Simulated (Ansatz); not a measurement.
Ideal-gas functions of C₂H₃Cl₃Si (`C=C[Si](Cl)(Cl)Cl`) at 298.15 K and 1 bar, from an Ansatz frequency run at PBE0-D4/def2-TZVP.

Molar mass 161.49 g/mol, point group Cs (symmetry number 1), electronic degeneracy 1, moments of inertia 355.476, 411.768, 439.988 u Å². Harmonic wavenumbers (cm⁻¹, unscaled): 71, 138, 143, 182, 210, 222, 353, 455, 527, 611, 621, 740, 1016, 1020, 1031, 1288, 1441, 1675, 3143, 3156, 3232.

Use S(trans) = R[1.5 ln M + 2.5 ln T − 1.1517]; rotational temperatures θ = 24.2544 K / I; S(rot) = R[ln(√π/σ · √(T³/θAθBθC)) + 1.5]; for each mode x = 1.438777 ν̃/T, S = R[x/(eˣ − 1) − ln(1 − e⁻ˣ)] and H = RT x/(eˣ − 1); 1 cm⁻¹ = 0.0119627 kJ/mol; R = 8.31446 J/(mol·K).

By hand: the entropy, in J/(mol·K).

Translation 172.3. Rotation: θ = 0.0682, 0.0589, 0.0551 K, giving 123.3. Vibration, mode by mode: 17.26, 11.85, 11.56, 9.66, 8.55, 8.13, 4.82, 3.27, 2.49, 1.80, 1.74, 1.10, 0.37, 0.36, 0.35, 0.12, 0.06, 0.02, 0.00, 0.00, 0.00, in all 83.5. Electronic 0.0. Sum 379.1 J/(mol·K).

By hand: H − E and G − E in kJ/mol, counted from the electronic energy.

Zero-point energy ½ × 21275 × 0.0119627 = 127.3; thermal vibration 13.4; translation, rotation and pV give 4 RT = 9.9. H − E = 150.6 kJ/mol, and G − E = 150.6 − 298.15 × 379.1/1000 = 37.6 kJ/mol.

Vibration gives 22 % of the entropy, 40.7 J/(mol·K) of it from the modes under 150 cm⁻¹: soft modes count most, and the harmonic formula is weakest for them. The sum counts one conformer and one mirror image; others add a mixing term.
